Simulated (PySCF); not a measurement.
## Working out the ionisation energy of S⁺

S⁺ [Ne] 3s2 3p3 (4S) → S²⁺ [Ne] 3s2 3p2 (3P). Computed with PySCF 2.14 in aug-cc-pVDZ-DK, with scalar relativity by spin-free X2C-1e. Frozen: [Ne]. Energies in hartree (1 hartree = 27.21139 eV):

```csv
part,S⁺ (lower),S²⁺ (upper)
UHF,-398.240256,-397.405290
MP2 opposite-spin,-0.050686,-0.044639
MP2 same-spin,-0.018944,-0.008396
```

Question: What does Hartree-Fock give?

Answer: (-397.405290) − (-398.240256) = 0.834966 hartree = 22.721 eV.

Question: What do MP2 and SCS-MP2 (6/5 opposite-spin, 1/3 same-spin) give?

Answer: The opposite-spin parts differ by 0.165 eV and the same-spin parts by 0.287 eV. MP2: 22.721 + (0.165) + (0.287) = 23.173 eV. SCS-MP2: 22.721 + 1.2 × (0.165) + (0.287)/3 = 23.015 eV.

A first-order spin-orbit estimate adds -0.062 eV to MP2 (valence), giving 23.111 eV against 23.338 eV (measured; NIST Atomic Spectra Database, ionization energies).

A double-zeta basis recovers only part of the correlation energy.

What remains against the reference includes basis incompleteness, the frozen core and correlation beyond second order.
